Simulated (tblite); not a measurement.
C3H5FO2Si.
Geometry (GFN2-xTB, Å), atoms numbered from 1 in this order:
```xyz
12
C3H5FO2Si angstrom
O      2.940   -0.444   -0.514
Si     1.685    0.429   -0.002
O      0.421   -0.643   -0.092
C     -0.816   -0.477    0.279
C     -2.078   -0.822    0.263
C     -1.721    0.371    1.079
F     -2.030    1.638    0.586
H      2.896   -1.393   -0.601
H      1.469    1.511   -0.947
H      1.860    0.837    1.387
H     -2.872   -1.429   -0.094
H     -1.754    0.421    2.161
```

Computed with GFN2-xTB (tblite): harmonic, unscaled wavenumbers at the GFN2-xTB geometry, gas phase. Errors from tens to a few hundred cm⁻¹ against measured bands are possible. Modes of hydrogen on silicon can be 10 to 20 % off. One conformer, not necessarily the lowest. The optimisation stopped once no atom felt more than 0.01 eV/Å.

Lowest wavenumbers of the output (negative numbers stand for imaginary wavenumbers):
```
mode    cm-1
  1     -84.2
  2      37.8
  3      72.2
  4      98.5
  5     208.7
  6     294.8
  7     415.9
  8     454.6
  9     533.8
 10     577.5
```

Q: Is this structure a minimum?

A: No. 1 mode is imaginary beyond 20i (84i cm⁻¹), so at this level the point lies at or near a first-order saddle.

Q: Which atoms move in the imaginary mode?

A: 84i: H8 (hydroxyl hydrogen) 79 %, O1 (silanol oxygen) 15 %. These are shares of the mass-weighted motion.

Q: What is the remedy?

A: Step along that mode in both directions, optimise again with tighter thresholds and repeat the frequencies. The zero-point energy of this point (45.3 kcal/mol) counts the 29 real modes alone, and thermal corrections from it aren't those of a minimum.

The run took 0.49 s of wall time on an Arm Neoverse N1 with one thread, no GPU (shared host). The figure is for the frequency step alone.
